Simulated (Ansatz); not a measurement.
## Correcting a cheap level on P-containing molecules

The vertical ionisation energy (cation less neutral) in eV of 7 P-containing molecules: x at wB97X-V/def2-TZVPP, y at CCSD(T)/def2-TZVPP. Shapes, held fixed at every level: PBE0-D4/def2-TZVP. Flexible molecules stand in one conformer, not always the lowest. Programs: Ansatz 0.2.0.

| molecule | x (eV) | y (eV) |
| --- | --- | --- |
| PH2(PH2) (diphosphine) | 9.16 | 9.14 |
| P4S3 (tetraphosphorus trisulfide) | 9.20 | 9.04 |
| P4 (SMILES P12P3P1P23) | 9.63 | 9.60 |
| PH3(InH3) | 9.95 | 9.88 |
| PH3(GaH3) | 10.34 | 10.35 |
| PH3 (phosphine) | 10.56 | ? |
| PF3 (phosphorus trifluoride) | 12.06 | 12.07 |

Q: Fit y = c + s·x to the known rows and predict y for PH3.

A: 
1. Means of the 6 rows: x = 10.0567, y = 10.013.
2. Σ(Δx)² = 5.8249, Σ(Δx·Δy) = 6.0231, so the slope is 6.0231/5.8249 = 1.034.
3. Intercept: 10.013 − (1.034) × 10.0567 = -0.386. The largest residual of the fit is 0.088.
4. PH3: -0.386 + 1.034 × 10.56 = 10.53 eV.

CCSD(T)/def2-TZVPP gives 10.54 eV, so the prediction is off by -0.01 eV, within the largest residual. Uncorrected, wB97X-V/def2-TZVPP misses PH3 by +0.02 eV, and the other rows by 0.05 on average. The line removes about 50 % of this miss, partly by chance. Left out in turn, the other rows are missed by 0.07 eV on average, worse than no correction. Cations run unrestricted. T1 is large for P4S3 (0.022), so single-reference values are less sure there. For atoms past krypton def2 sets carry core potentials with scalar relativity. Relativity is left out for Ga. Outer-core shells of Ga, In are correlated, in sets that cover them unevenly.
